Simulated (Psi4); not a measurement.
C₂H₅O₂ (SMILES COC=[OH+]), charge +1, singlet, at a GFN2-xTB geometry; CISD/STO-3G (Psi4).

Input for Psi4:
```
memory 2 GB

molecule {
1 1
  C    -0.88185762    0.00899774   -0.07418618
  O    -0.71974313   -1.14547322    0.45674714
  O     0.05802829    0.77784465   -0.34442084
  H    -1.87588460    0.39555666   -0.32671543
  C     1.43664404    0.47811999   -0.10026343
  H     1.82407913    1.26580014    0.54905631
  H     1.57697924   -0.50273413    0.35103154
  H     1.95211849    0.54352817   -1.06056024
  H    -1.51229206   -1.68382867    0.63527512
}

set basis sto-3g

energy('cisd')
print_variables()
```

### Question
Predict the main parts of the log of this Psi4 run.

### Answer

```
   => Loading Basis Set <=

    Name: STO-3G
    Role: ORBITAL
    Keyword: BASIS

         ---------------------------------------------------------
                                   SCF
               by Justin Turney, Rob Parrish, Andy Simmonett
                          and Daniel G. A. Smith
                              RHF Reference
         ---------------------------------------------------------

  ==> Geometry <==

    Molecular point group: c1
    Full point group: C1

    Geometry (in Angstrom), charge = 1, multiplicity = 1:

       Center              X                  Y                   Z               Mass
    ------------   -----------------  -----------------  -----------------  -----------------
         C           -0.849966873099     0.009264978517    -0.071769300086    12.000000000000
         O           -0.687852383099    -1.145205981483     0.459164019914    15.994914619570
         O            0.089919036901     0.778111888517    -0.342003960086    15.994914619570
         H           -1.843993853099     0.395823898517    -0.324298550086     1.007825032230
         C            1.468534786901     0.478387228517    -0.097846550086    12.000000000000
         H            1.855969876901     1.266067378517     0.551473189914     1.007825032230
         H            1.608869986901    -0.502466891483     0.353448419914     1.007825032230
         H            1.984009236901     0.543795408517    -1.058143360086     1.007825032230
         H           -1.480401313099    -1.683561431483     0.637691999914     1.007825032230

  Running in c1 symmetry.

  Rotational constants: A =      0.68362  B =      0.20829  C =      0.16456 [cm^-1]
  Rotational constants: A =  20494.30474  B =   6244.36697  C =   4933.43159 [MHz]
  Nuclear repulsion =  131.071300597210978

  Charge       = 1
  Multiplicity = 1
  Electrons    = 32
  Nalpha       = 16
  Nbeta        = 16

  ==> Algorithm <==

  SCF Algorithm Type is PK.
  DIIS enabled.
  MOM disabled.
  Fractional occupation disabled.
  Guess Type is SAD.
  Energy threshold   = 1.00e-08
  Density threshold  = 1.00e-08
  Integral threshold = 1.00e-12

  ==> Primary Basis <==

  Basis Set: STO-3G
    Blend: STO-3G
    Number of shells: 17
    Number of basis functions: 25
    Number of Cartesian functions: 25
    Spherical Harmonics?: true
    Max angular momentum: 1

  ==> Integral Setup <==

  Using in-core PK algorithm.
   Calculation information:
      Number of atoms:                   9
[...]
  @RHF Final Energy:  -225.18366370100168
    Total Energy =                       -225.1836637010016773
[...]
      Number of AO shells:              17
      Number of SO shells:              17
      Number of primitives:             51
      Number of atomic orbitals:        25
      Number of basis functions:        25

      Number of irreps:                  1
      Integral cutoff                 1.00e-12
      Number of functions per irrep: [  25 ]

 OEINTS: Overlap, kinetic, potential, dipole, and quadrupole integrals
         stored in file 35.

      Computed 51632 non-zero two-electron integrals.
        Stored in file 33.

        ==> Transform all two-electron integrals <==

	Presorting SO-basis two-electron integrals.
	Sorting File: SO Ints (nn|nn) nbuckets = 1
	Constructing frozen core operators
	Starting first half-transformation.
	Sorting half-transformed integrals.
	First half integral transformation complete.
	Starting second half-transformation.
	Two-electron integral transformation complete.

Traceback (most recent call last):
  File "psi4", line 375, in <module>
  File "<string>", line 29, in <module>
  File "site-packages/psi4/driver/driver.py", line 533, in energy
  File "site-packages/psi4/driver/procrouting/proc.py", line 1108, in select_cisd
  File "site-packages/psi4/driver/procrouting/proc.py", line 5807, in run_cepa

RuntimeError:
Fatal Error: ndocc must be less than nvirt
The most recent 5 function calls were:

psi::PsiException::PsiException(std::__cxx11::basic_string<char, std::char_traits<char>, std::allocator<char> >, char const*, int)

Printing out the relevant lines from the Psithon --> Python processed input file:
      H     1.95211849    0.54352817   -1.06056024
      H    -1.51229206   -1.68382867    0.63527512
    """)
    core.IO.set_default_namespace("")
    core.set_global_option("BASIS", "sto-3g")
--> energy('cisd')
    print_variables()

!----------------------------------------------------------------------------------!
!                                                                                  !
! Fatal Error: ndocc must be less than nvirt                                       !
! The most recent 5 function calls were:                                           !
! psi::PsiException::PsiException(std::__cxx11::basic_string<char,                 !
!     std::char_traits<char>, std::allocator<char> >, char const*, int)            !
!                                                                                  !
!----------------------------------------------------------------------------------!
```

The run crashed.
